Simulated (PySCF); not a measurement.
## Ionisation energy of Ag(2+) by level of theory

Ag(2+) [Kr] 4d9 (2D) → Ag(3+) [Kr] 4d8 (3F), as a difference of total energies. Computed with PySCF 2.14 in ANO-RCC-VTZP (7s6p4d2f1g, 68 functions), with scalar relativity by spin-free X2C-1e. Correlated levels: valence: [Kr] frozen; valence and next inner shell: [Ar] 3d10 frozen. The calculations carry no spin-orbit coupling.

**Question.** Order these methods by the ionisation energy they give, lowest first.
A. PBE
B. MN15
C. MP2 (valence and next inner shell)
D. r2SCAN

**Answer.** D (34.725 eV), C (34.784 eV), A (35.139 eV), B (35.249 eV).

A first-order spin-orbit estimate (lowest level to lowest level, LS coupling) adds -0.145 eV.

Errors of the correlated levels include the incompleteness of this basis and the frozen core.

For comparison: 34.8 ± 0.3 eV (semi-empirical (NIST evaluation); NIST Atomic Spectra Database, ionization energies).
